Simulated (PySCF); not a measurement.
A structure optimised at B3LYP-D3(BJ)/def2-SVP, used in a PySCF frequency run:

```xyz
9

Al     0.0350    -0.0314     0.0000
F      1.6533    -0.4580     0.0000
C     -0.4724     1.8443     0.0000
H     -0.0655     2.3617     0.8853
H     -1.5656     1.9845     0.0000
H     -0.0655     2.3617    -0.8853
N     -1.1162    -1.3729     0.0000
H     -2.1269    -1.2760     0.0000
H     -0.8623    -2.3564     0.0000
```
Charge 0, spin multiplicity 1.

Q: Write its SMILES, formula and point group.

A: [CH3][Al]([NH2])[F], CH₅AlFN, Cs

Q: What are its rotational constants (standard atomic weights)?

A: 6.2607, 5.2996, 2.9226 GHz
